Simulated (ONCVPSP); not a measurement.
## Potentials for O compared

Generated with ld1.x 7.5 (TM, RRKJ, ultrasoft, PAW), atompaw 4.2 or ONCVPSP 4.0.1. The cutoff is in Ry: for ld1.x and atompaw files where the sum of valence levels is converged to 10 mRy in a Bessel basis, for ONCV files where the hardest occupied wave has 1 mHa per electron of residual kinetic energy. The error is the largest all-electron minus pseudo excitation energy over each file’s own four to seven test configurations (ionisations up to +4, promotions, holes and added fractions of an electron), all of which were solved. The labels leave out finer settings (local radius, basis sizes, second energies), which also bear on the numbers. Spin-polarised tests are not counted. The rows are a selection from randomly drawn settings: files with unsolved tests, undetermined cutoffs or missed reference levels are left out.

A true bound ghost makes a file unfit for plane-wave use even where its test errors are small: the radial tests pick states by their node count and pass the ghost by.

```tsv
potential	cutoff (Ry)	largest error (meV)	bound ghosts
ONCV, revPBE, scalar-relativistic, rc 0.95/1.95/1.65 (spd), local smoothed, core correction yes, reference 2s2 2p4, qcut 6.8/6.6/6.6, projectors 2/2/2	191	+2229	none
ONCV, PBEsol, scalar-relativistic, rc 0.70/2.15/2.00 (spd), local smoothed, core correction yes, reference 2s2 2p3.75, qcut 11.7/5.4/5.1, projectors 2/2/2	88	+1347	none
ONCV, PBEsol, scalar-relativistic, rc 0.75/1.80/1.45 (spd), local smoothed, core correction yes, reference 2s2 2p4, qcut 9.6/8.8/5.7, projectors 2/1/2	80	+1284	none
ONCV, PBE, scalar-relativistic, rc 0.80/1.30/1.40 (spd), local smoothed, core correction yes, reference 2s2 2p3.5, qcut 6.4/10.2/7.7, projectors 3/2/1	298	+327	s
ONCV, PW91, scalar-relativistic, rc 0.95/1.75 (sp), local smoothed, core correction yes, reference 2s2 2p4, qcut 5.3/10, projectors 2/2	430	+1146	none
```

**Question.** Fill in the row for O: ONCV, revPBE, scalar-relativistic, rc 0.70/1.55/1.40 (spd), local s, core correction yes, reference 2s2 2p3.75, qcut 8.1/7.1/7.9, projectors 0/1/2.

**Answer.** cutoff 135 Ry, largest error +257 meV, bound ghosts: none.

**Question.** Fill in the row for O: ONCV, PBE, scalar-relativistic, rc 0.40/1.80/1.80 (spd), local smoothed, core correction no, reference 1s2 2s1.5 2p4.5, qcut 23.7/8.2/5.8, projectors 2/1/3.

**Answer.** cutoff 1195 Ry, largest error +544 meV, bound ghosts: none.

**Question.** Fill in the row for O: ONCV, PBE, scalar-relativistic, rc 0.95/1.90/2.10 (spd), local smoothed, core correction yes, reference 2s2 2p4, qcut 7.6/8/3.9, projectors 2/2/2.

**Answer.** cutoff 103 Ry, largest error +1959 meV, bound ghosts: d.
